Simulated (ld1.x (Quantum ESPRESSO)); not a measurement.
**Mn, PAW: configuration errors across variants**

* Element: Mn (Z = 25)
* Generator: ld1.x (Quantum ESPRESSO) 7.5
* Type: PAW
* Functional: BLYP
* Relativity: scalar-relativistic
* Frozen core: [Ne]
* Valence charge: 15
* Reference configuration: 3s2 3p6 3d5 4s2 4p0
* Partial waves: 3s (bound): rcut 1.15, rcutus 1.45 bohr; 4s (bound): rcut 1.15, rcutus 1.45 bohr; 3p (bound): rcut 1.25, rcutus 1.30 bohr; 4p (bound, empty): rcut 1.25, rcutus 1.30 bohr; 3d (bound): rcut 1.60, rcutus 2.15 bohr; 3d channel at 0.05 Ry: rcut 1.60, rcutus 2.15 bohr
* Local potential: all-electron potential smoothed inside 2.10 bohr (lloc = -1)
* Core correction: Bessel-smoothed model core inside 0.65 bohr
* Augmentation charge: BESSEL, radius 1.15 bohr

All-electron excitation energies from the reference (eV): (1) 3s2 3p6 3d5 4s1 4p0 8.401; (2) 3s2 3p6 3d5 4s0 4p0 24.170; (3) 3s2 3p5 3d5 4s2 4p0 61.772; (4) 3s2 3p6 3d5 4s1 4p1 3.875; (5) 3s1 3p6 3d5 4s2 4p0 93.215; (6) 3s2 3p6 3d5 4s0 4p2 8.022.

Tests that are not counted but printed errors over 1 eV. “base”: 3s2 3p6 3d4 4s0 4p0 (solver errors, printed error -2132 eV). “all radii but the core radius scaled by about 1.03 (s 1.50, p 1.34, d 2.22 bohr, rcut 1.18/1.28/1.64); local potential all-electron potential smoothed inside 2.16 bohr (lloc = -1); augmentation BESSEL, radius 1.18 bohr”: 3s2 3p6 3d4 4s0 4p0 (solver errors, printed error -1667 eV). “all radii but the core radius scaled by about 1.09 (s 1.58, p 1.42, d 2.34 bohr, rcut 1.26/1.36/1.74); local potential all-electron potential smoothed inside 2.28 bohr (lloc = -1); augmentation BESSEL, radius 1.26 bohr”: 3s2 3p6 3d5 4s0 4p0 (solver errors, printed error -2055 eV); 3s2 3p6 3d4 4s0 4p0 (solver errors, printed error -1838 eV). “all radii but the core radius scaled by about 1.22 (s 1.76, p 1.58, d 2.62 bohr, rcut 1.40/1.52/1.96); local potential all-electron potential smoothed inside 2.56 bohr (lloc = -1); augmentation BESSEL, radius 1.40 bohr”: 3s2 3p6 3d5 4s1 4p0 (solver errors, printed error -2192 eV); 3s2 3p6 3d5 4s0 4p0 (solver errors, printed error -2054 eV); 1 more.

Errors AE − PS in meV (a dash: test not solved or not reliable):

```csv
change,(1),(2),(3),(4),(5),(6),bound ghosts
base,-0.9,-3.2,-57,-0.2,-53,-0.4,none
"all radii but the core radius scaled by about 0.78 (s 1.14, p 1.02, d 1.68 bohr, rcut 0.90/0.98/1.26); local potential all-electron potential smoothed inside 1.64 bohr (lloc = -1); augmentation BESSEL, radius 0.90 bohr",-0.8,-2.2,-25,-0.3,-25,-0.7,none
"all radii but the core radius scaled by about 0.87 (s 1.26, p 1.14, d 1.88 bohr, rcut 1.00/1.10/1.40); local potential all-electron potential smoothed inside 1.84 bohr (lloc = -1); augmentation BESSEL, radius 1.00 bohr",-0.9,-2.6,-38,-0.4,-39,-0.8,none
"all radii but the core radius scaled by about 0.96 (s 1.38, p 1.24, d 2.06 bohr, rcut 1.10/1.20/1.54); local potential all-electron potential smoothed inside 2.02 bohr (lloc = -1); augmentation BESSEL, radius 1.10 bohr",-1.0,-3.2,-54,-0.3,-52,-0.7,none
"all radii but the core radius scaled by about 1.03 (s 1.50, p 1.34, d 2.22 bohr, rcut 1.18/1.28/1.64); local potential all-electron potential smoothed inside 2.16 bohr (lloc = -1); augmentation BESSEL, radius 1.18 bohr",-0.8,-3.3,-61,0.0,-53,0.0,none
"all radii but the core radius scaled by about 1.09 (s 1.58, p 1.42, d 2.34 bohr, rcut 1.26/1.36/1.74); local potential all-electron potential smoothed inside 2.28 bohr (lloc = -1); augmentation BESSEL, radius 1.26 bohr",-0.6,–,-64,+0.3,-49,-8033,none
"all radii but the core radius scaled by about 1.22 (s 1.76, p 1.58, d 2.62 bohr, rcut 1.40/1.52/1.96); local potential all-electron potential smoothed inside 2.56 bohr (lloc = -1); augmentation BESSEL, radius 1.40 bohr",–,–,–,–,–,–,none
"all radii but the core radius scaled by about 1.39 (s 2.02, p 1.80, d 3.00 bohr, rcut 1.60/1.74/2.22); local potential all-electron potential smoothed inside 2.92 bohr (lloc = -1); augmentation BESSEL, radius 1.60 bohr",–,–,–,–,–,–,none
```

(1) Give the same row for: all radii but the core radius scaled by about 1.27 (s 1.84, p 1.66, d 2.74 bohr, rcut 1.46/1.58/2.04); local potential all-electron potential smoothed inside 2.66 bohr (lloc = -1); augmentation BESSEL, radius 1.46 bohr.

Results:

(1) –, –, –, –, –, –; bound ghosts: none. Not counted: 3s2 3p6 3d5 4s1 4p0 (solver errors, printed error -2192 eV); 3s2 3p6 3d5 4s0 4p0 (solver errors, printed error -2056 eV); 1 more.
